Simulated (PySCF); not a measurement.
This PySCF input asks for the NMR shieldings of `C1=C(O)C=CN=C1SC`, C6H7NOS; the geometry comes from GFN2-xTB.

```python
import basis_set_exchange as bse
import numpy as np
from pyscf import gto, dft
from pyscf.prop import nmr

atoms = """
C    -3.073188   -0.079892   -0.350580
S    -1.847221   -1.402500   -0.189215
C    -0.379773   -0.450879   -0.037531
C     0.837423   -1.111080    0.110804
C     1.984052   -0.341773    0.231636
O     3.211232   -0.885862    0.380733
C     1.863023    1.051626    0.197165
C     0.602393    1.588416    0.044127
N    -0.500893    0.864988   -0.071101
H    -2.836085    0.512079   -1.228087
H    -4.039576   -0.562081   -0.455251
H    -3.040502    0.538713    0.539915
H     0.869229   -2.190577    0.129014
H     3.150200   -1.849709    0.387890
H     2.740640    1.668413    0.288655
H     0.451447    2.659062    0.010416
"""
names = dict.fromkeys(["C", "S", "O", "N", "H"], "pcSseg-1")
basis = {el: gto.basis.parse(bse.get_basis(n, elements=[el], fmt="nwchem")) for el, n in names.items()}
mol = gto.M(atom=atoms, basis=basis, charge=0, verbose=0)
mf = dft.RKS(mol, xc="PBE0")
mf.grids.level = 2
mf.grids.alignment = dft.numint.BLKSIZE   # the property module wants whole blocks of grid points
mf.conv_tol = 1e-9
mf.kernel()

calc = nmr.RKS(mf)   # GIAO
C = mf.mo_coeff
Co = C[:, mf.mo_occ > 0]
resp = mf.gen_response(singlet=True, hermi=2)
def vind(x):   # induced exchange potential for any number of trial vectors
    d = np.einsum("pi,xij,qj->xpq", C, 2 * x.reshape(-1, C.shape[1], Co.shape[1]), Co, optimize=True)
    return np.einsum("xpq,pi,qj->xij", resp(d - d.transpose(0, 2, 1)), C, Co, optimize=True).ravel()
mo1, _ = nmr.rhf.solve_mo1(calc, with_cphf=vind)
sigma = calc.kernel(mo1)
for i, s in enumerate(sigma):   # ppm
    print("%2d %-2s %9.2f" % (i, mol.atom_pure_symbol(i), np.trace(s) / 3))
```

Problem. What does it print?

Solution. 
```
 0 C     167.38
 1 S     459.06
 2 C      16.85
 3 C      77.64
 4 C      17.41
 5 O     203.45
 6 C      76.63
 7 C      30.88
 8 N     -46.26
 9 H      28.91
10 H      29.77
11 H      28.91
12 H      25.20
13 H      27.20
14 H      25.13
15 H      23.20
```

These numbers come from an equivalent density-fitted implementation of the same equations, which agrees with the script to about 0.01 ppm for H and up to a few tenths of a ppm for heavy atoms, so last digits may differ.

Problem. Turn these shieldings into chemical shifts. Scale: ¹³C (186.93 ppm), ¹H (31.72 ppm) against TMS; CS2 for ³³S (503.73 ppm); ¹⁷O (336.08 ppm) against H2O; NH3 for ¹⁵N (267.73 ppm) (reference shieldings calculated alike).

Solution. Averaging equivalent atoms: C 2: 170.1; C 4: 169.5; C 7: 156.0; C 6: 110.3; C 3: 109.3; C 0: 19.5; S 1: 45; O 5: 132.6; N 8: 314.0; H 15: 8.52; H 14: 6.59; H 12: 6.52; H 13: 4.51; H 9/10/11: 2.52 ppm. Experimental scales use liquid or dissolved standards, which lie at an offset from isolated NH3 (liquid NH3: subtract about 20 ppm) and H2O (liquid H2O: subtract about 36 ppm). Unscaled 15N shifts of sp2 nitrogen come out 20 to 40 ppm too high even then.

Size and cost of the density-fitted run: 195 basis functions, 37 s wall time on 1 thread of an Arm Neoverse V1, shared host; peak memory 0.95 GiB.
